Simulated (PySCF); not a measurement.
C5H3N3, SMILES N#Cc1ncccn1. Heavy atoms are numbered as in [N:1]#[C:2][c:3]1[n:4][cH:5][cH:6][cH:7][n:8]1. Hydrogens are named by the atom that carries them.

Geometry optimised at B3LYP-D3(BJ)/def2-SVP.

Method: PySCF with PBE/def2-TZVP.

Atomic charges (e), one atom of each kind:

| atom | meta-Löwdin | Löwdin |
|---|---|---|
| N1 | -0.17 | 0.10 |
| C2 | 0.10 | -0.14 |
| C3 | [?] | -0.31 |
| N4 | -0.23 | 0.19 |
| C5 (CH) | [?] | -0.18 |
| C6 (CH) | [?] | -0.14 |
| H on C5 | [?] | 0.15 |
| H on C6 | 0.14 | 0.15 |

Q: Fill in the missing entries. (An estimate is asked for; the answer gives what the named calculation found.)

A: 
- C3, meta-Löwdin: 0.19
- C5 (CH), meta-Löwdin: 0.03
- C6 (CH), meta-Löwdin: -0.15
- H on C5, meta-Löwdin: 0.14

Computed Mayer and Wiberg (Löwdin basis) orders of the bonds:
```tsv
bond	Mayer	Wiberg
N1–C2	3.09	3.28
C2–C3	1.01	1.22
C3–N4	1.45	1.70
N4–C5	1.51	1.78
C5–C6	1.40	1.59
C6–C7	1.40	1.59
C3–N8	1.45	1.70
C7–N8	1.51	1.78
```
